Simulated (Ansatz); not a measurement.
F3Si, doublet, geometry from GFN2-xTB; SVWN5/cc-pVTZ (Ansatz, an electronic-structure program).

Input for Ansatz:
Ansatz 0.2 input:
```yaml
crystal:
  periodic: [false, false, false]
  atoms:
    - {symbol: F, position_ang: [1.45897544, 0.00611585, -0.16670084]}
    - {symbol: Si, position_ang: [-0.01625899, -0.01100853, 0.42782874]}
    - {symbol: F, position_ang: [-0.71842192, 1.26220476, -0.21712895]}
    - {symbol: F, position_ang: [-0.71526175, -1.25119624, -0.28168158]}
basis:
  gaussian:
    orbitals: cc-pVTZ
hamiltonian:
  xc: {name: SVWN5}
magnetization: {spin_polarized: true, initial_magnetization: 1}
```

Problem. Write the output that Ansatz gives for this input, abridged.

Solution. 
```
Functional definition: SVWN5
713 factors; their error is unknown
mean field evaluation 1: about -15948.8757 eV, gradient 3.9e1 eV
mean field evaluation 2: about -15932.2884 eV, gradient 8.6e1 eV
mean field evaluation 4: about -15952.8323 eV, gradient 1.1e0 eV
mean field evaluation 8: about -15952.7893 eV, gradient 3.2e-2 eV
mean field -15952.78928428 eV, -586.2541930084 hartree, gradient 2.3e-5 eV, S^2 0.750795; 0 other end points of the search recorded, 0 dependent functions left out
reference -15952.78930954 eV, -586.2541939365 hartree; 21, 20 occupied and 103, 104 virtual orbitals, 713 factors
Total energy: -15952.78930954 eV, -586.2541939365 hartree
```
